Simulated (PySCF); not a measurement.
Dipole response of Dy²⁺ (dysprosium, charge +2)

[Xe] 4f9 5d1, one real determinant (an excited configuration). Computed with PySCF 2.14 in ANO-RCC-VQZP, with scalar relativity by spin-free X2C-1e. Coupled (time-dependent) response in atomic units; α is the mean over directions. The basis has no added diffuse functions, which lowers α and C₆.

```
method  mean α (bohr³)         α xx, yy, zz  C₆ (like pair)  S(−4)
   PBE           13.42  16.20, 7.876, 16.20           73.21  185.3
```

S(−4) is the Cauchy moment in α(ω) = α(0) + S(−4) ω² + …

Spin-orbit coupling is absent.

α(iu) at PBE:

```json
{"u (hartree)": "0", "α(iu) (bohr³)": "13.42"}
{"u (hartree)": "0.0500", "α(iu) (bohr³)": "12.99"}
{"u (hartree)": "0.100", "α(iu) (bohr³)": "11.99"}
{"u (hartree)": "0.200", "α(iu) (bohr³)": "9.927"}
{"u (hartree)": "0.300", "α(iu) (bohr³)": "8.480"}
{"u (hartree)": "0.500", "α(iu) (bohr³)": "6.664"}
{"u (hartree)": "0.750", "α(iu) (bohr³)": "5.209"}
{"u (hartree)": "1.00", "α(iu) (bohr³)": "4.186"}
{"u (hartree)": "1.50", "α(iu) (bohr³)": "2.858"}
{"u (hartree)": "2.00", "α(iu) (bohr³)": "2.073"}
{"u (hartree)": "3.00", "α(iu) (bohr³)": "1.245"}
{"u (hartree)": "5.00", "α(iu) (bohr³)": "0.6159"}
```

A single London oscillator, α(iu) = α/(1 + u²/ω²), gives C₆ = (3/4) ω α². Matching the computed C₆ needs ω = 4 × 73.21 / (3 × 13.42²) = 0.542 hartree.

For an ion, C₆ is the dispersion term alone; charge-induced terms of lower order in 1/R come first.

The components differ because the open shell of this determinant is not spherical; for a pure term their mean is the scalar polarisability.

⟨L²⟩ = 30.01 against 56 for a pure K term, so this real determinant mixes terms. Spin-orbit coupling, absent here, splits the open shell strongly.
